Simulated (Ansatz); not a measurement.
Reactions of `CC#COC=S`.

Isolated molecules relaxed with PBE0-D4/def2-TZVP in Ansatz; ΔE leaves out vibrations. CCSD(T)/CBS is the MP2 limit (def2-TZVPP, def2-QZVPP) plus CCSD(T) − MP2 in def2-TZVPP, frozen cores. This one scheme is used for every species. DFT in def2-TZVPP. Each species was taken in one conformer, which may not be the lowest.

```
                                               reaction  MP2/CBS(def2) (kJ/mol)  r2SCAN-D4 (kJ/mol)  CCSD(T)/CBS(def2) (kJ/mol)
                    `CC#COC=S` + H₂S → `CC#CS` + `OC=S`                     -78                 -72                         -71
                 `CC#COC=S` + CH₃SH → `CSC=S` + `CC#CO`                     -43                 -39                         -37
`CC#COC=S` + `C[SiH](O)Cl` → `C[SiH](Cl)OC=S` + `CC#CO`                       3                   2                           1
            `CC#COC=S` + `SBCl` → `CC#CB(S)Cl` + `OC=S`                    -173                -165                        -165
```

Largest T1 diagnostic: 0.018, for `OC=S`.
